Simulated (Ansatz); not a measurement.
Reaction (cleavage of the Si–Si bond): `O[Si]([SiH3])([SiH3])Cl` + `[OH][Sc]([Cl])[Cl]` → `[SiH3][O][Sc]([Cl])[Cl]` + `O[SiH]([SiH3])Cl`

Isolated molecules relaxed with PBE0-D4/def2-TZVP in Ansatz; ΔE leaves out vibrations. CBS: MP2 limit from def2 TZ/QZ plus the TZ coupled-cluster correction, frozen cores. Functionals use def2-TZVPP. B3LYP here is the variant with VWN-RPA as its local correlation; programs differ in this. HSE06 is defined as in plane-wave codes. For Sc outer-core shells are correlated without core-valence functions, which leaves a few kJ/mol of doubt a bond. Scalar relativity is left out up to krypton. One conformer a species, not always the lowest.

```json
{"level": "LDA (SPW92)", "ΔE (kJ/mol)": "-81.3", "difference from CCSD(T)/CBS": "29.9"}
{"level": "PBE-D4", "ΔE (kJ/mol)": "-80.4", "difference from CCSD(T)/CBS": "30.8"}
{"level": "revPBE-D4", "ΔE (kJ/mol)": "-80.9", "difference from CCSD(T)/CBS": "30.3"}
{"level": "BLYP-D4", "ΔE (kJ/mol)": "-98.7", "difference from CCSD(T)/CBS": "12.5"}
{"level": "r2SCAN-D4", "ΔE (kJ/mol)": "-101.3", "difference from CCSD(T)/CBS": "9.9"}
{"level": "B97M-V", "ΔE (kJ/mol)": "-103.9", "difference from CCSD(T)/CBS": "7.3"}
{"level": "PBE0-D4", "ΔE (kJ/mol)": "-89.7", "difference from CCSD(T)/CBS": "21.5"}
{"level": "r2SCANh-D4", "ΔE (kJ/mol)": "-102.8", "difference from CCSD(T)/CBS": "8.4"}
{"level": "r2SCAN0-D4", "ΔE (kJ/mol)": "-105.0", "difference from CCSD(T)/CBS": "6.2"}
{"level": "HSE06-D4", "ΔE (kJ/mol)": "-89.7", "difference from CCSD(T)/CBS": "21.5"}
{"level": "BHLYP-D4", "ΔE (kJ/mol)": "-116.7", "difference from CCSD(T)/CBS": "-5.5"}
{"level": "CAM-B3LYP-D4", "ΔE (kJ/mol)": "-112.2", "difference from CCSD(T)/CBS": "-1.0"}
{"level": "ωB97X-V", "ΔE (kJ/mol)": "-104.9", "difference from CCSD(T)/CBS": "6.3"}
{"level": "ωB97M-V", "ΔE (kJ/mol)": "-108.2", "difference from CCSD(T)/CBS": "3.0"}
{"level": "B2PLYP", "ΔE (kJ/mol)": "-115.3", "difference from CCSD(T)/CBS": "-4.1"}
{"level": "PBE-QIDH", "ΔE (kJ/mol)": "-106.3", "difference from CCSD(T)/CBS": "4.9"}
{"level": "revPBE", "ΔE (kJ/mol)": "-85.8", "difference from CCSD(T)/CBS": "25.4"}
{"level": "BLYP", "ΔE (kJ/mol)": "-106.2", "difference from CCSD(T)/CBS": "5.0"}
{"level": "r2SCAN", "ΔE (kJ/mol)": "-102.3", "difference from CCSD(T)/CBS": "8.9"}
{"level": "PBE0", "ΔE (kJ/mol)": "-93.4", "difference from CCSD(T)/CBS": "17.8"}
{"level": "B3LYP", "ΔE (kJ/mol)": "-111.7", "difference from CCSD(T)/CBS": "-0.5"}
{"level": "r2SCANh", "ΔE (kJ/mol)": "-103.9", "difference from CCSD(T)/CBS": "7.3"}
{"level": "r2SCAN0", "ΔE (kJ/mol)": "-106.3", "difference from CCSD(T)/CBS": "4.9"}
{"level": "HSE06", "ΔE (kJ/mol)": "-93.3", "difference from CCSD(T)/CBS": "17.9"}
{"level": "BHLYP", "ΔE (kJ/mol)": "-123.4", "difference from CCSD(T)/CBS": "-12.2"}
{"level": "CAM-B3LYP", "ΔE (kJ/mol)": "-116.3", "difference from CCSD(T)/CBS": "-5.1"}
{"level": "LC-ωPBE", "ΔE (kJ/mol)": "-100.0", "difference from CCSD(T)/CBS": "11.2"}
{"level": "RPA@PBE/def2-TZVPP", "ΔE (kJ/mol)": "-113.2", "difference from CCSD(T)/CBS": "-2.0"}
{"level": "HF/def2-SVP", "ΔE (kJ/mol)": "-133.8", "difference from CCSD(T)/CBS": "-22.6"}
{"level": "MP2/def2-SVP", "ΔE (kJ/mol)": "-116.3", "difference from CCSD(T)/CBS": "-5.1"}
{"level": "CCSD/def2-SVP", "ΔE (kJ/mol)": "-113.9", "difference from CCSD(T)/CBS": "-2.7"}
{"level": "CCSD(T)/def2-SVP", "ΔE (kJ/mol)": "-110.9", "difference from CCSD(T)/CBS": "0.3"}
{"level": "MP2/def2-TZVPP", "ΔE (kJ/mol)": "-116.7", "difference from CCSD(T)/CBS": "-5.5"}
{"level": "SCS-MP2/def2-TZVPP", "ΔE (kJ/mol)": "-122.9", "difference from CCSD(T)/CBS": "-11.7"}
{"level": "HF/def2-QZVPP", "ΔE (kJ/mol)": "-144.0", "difference from CCSD(T)/CBS": "-32.8"}
{"level": "MP2/def2-QZVPP", "ΔE (kJ/mol)": "-117.8", "difference from CCSD(T)/CBS": "-6.6"}
{"level": "SCS-MP2/def2-QZVPP", "ΔE (kJ/mol)": "-123.8", "difference from CCSD(T)/CBS": "-12.6"}
{"level": "HF/CBS(def2)", "ΔE (kJ/mol)": "-144.4", "difference from CCSD(T)/CBS": "-33.2"}
{"level": "MP2/CBS(def2)", "ΔE (kJ/mol)": "-116.7", "difference from CCSD(T)/CBS": "-5.5"}
{"level": "CCSD/CBS(def2)", "ΔE (kJ/mol)": "-115.5", "difference from CCSD(T)/CBS": "-4.3"}
{"level": "CCSD(T)/CBS", "ΔE (kJ/mol)": "-111.2", "difference from CCSD(T)/CBS": "0"}
```

Largest T1 diagnostic among the species: 0.015.

The D4 term adds +6.6 kJ/mol with B3LYP and +3.7 kJ/mol with PBE0; it sums over pairs of atoms, weighted by their polarisabilities, and B3LYP, whose exchange is more repulsive, gets the larger term. In def2-TZVPP, CCSD(T) changes the Hartree–Fock value by +29.6 kJ/mol (the triples alone add +4.3 kJ/mol) and MP2 by +24.1 kJ/mol. From r2SCAN to r2SCAN0 (25 % exact exchange), in def2-TZVPP and without D4, ΔE moves by −4.0 kJ/mol.
